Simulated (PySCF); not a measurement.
Simulation results for H₆NSi₂

Calculation on a computer-drawn molecule: the log of a Hartree-Fock and frozen-core CCSD(T) single point meant for a local Hartree-Fock minimum, with one planted fault or none, to be diagnosed. Offsets are logged minus clean, where the clean run is the same molecule without the fault. The reference is restricted for singlets and unrestricted otherwise, and also for a bond in bohr or an excited solution. Adding or removing an electron swaps singlet and doublet. The excited solution moves the top pair (singlet) or top alpha electron (doublet) to the lowest empty orbital. Highest occupied and lowest empty are orbital energies over both spins, largest force is the largest gradient component, triples share is (T) over the correlation energy, the T1 limit is 0.02 restricted and 0.045 unrestricted, electrons count all cores, a negative frequency is imaginary (commonest isotopes), and the dipole is about the centre of nuclear charge. Program: PySCF 2.14.0.

```yaml
- formula: H6NSi2
  logged_structure:
    atoms_angstrom:
      - [Si, 2.2032, 0.1403, 0.4305]
      - ["N", 1.3981, -1.3262, 0.8908]
      - [Si, -0.1731, -1.5926, 1.5765]
      - [H, 2.9597, -0.0667, -0.833]
      - [H, 1.182, 1.1999, 0.2502]
      - [H, 1.9692, -2.1516, 0.8104]
      - [H, -1.0027, -2.465, 0.7121]
      - [H, -0.0805, -2.2454, 2.9041]
      - [H, -0.8323, -0.2783, 1.7225]
  given:
    meant_charge: 0
    meant_multiplicity: 2
    meant_basis: "cc-pV(D+d)Z"
    logged_electrons: 41
    logged_basis_functions: 90
    logged_SCF_converged: "yes"
    logged_spin_squared: 0.7886
    "logged_highest_occupied [eV]": -2.9473
    "logged_lowest_empty [eV]": -0.77725
    "logged_largest_force [hartree/bohr]": 0.053346
    "logged_dipole_magnitude [debye]": 1.1483
    logged_SCF_stable_within_its_kind: "no"
    "logged_energy_HF [hartree]": -635.63387
    possible_faults: "no fault, one electron removed, one electron added, multiplicity raised by two, geometry at a saddle point, SCF held on an excited solution, minimal basis STO-3G, one bond length entered in bohr, all coordinates scaled"
    drawn_bonds_atom: [1, 2, 1, 1, 2, 3, 3, 3]
    drawn_bonds_other_atom: [2, 3, 4, 5, 6, 7, 8, 9]
    drawn_bonds_order: [1, 1, 1, 1, 1, 1, 1, 1]
  results:
    planted_fault: "SCF held on an excited solution"
    "HF_energy_offset_from_clean_run [kcal/mol]": 116.2
  notes: ["coupled-cluster numbers left out as unreliable"]
```
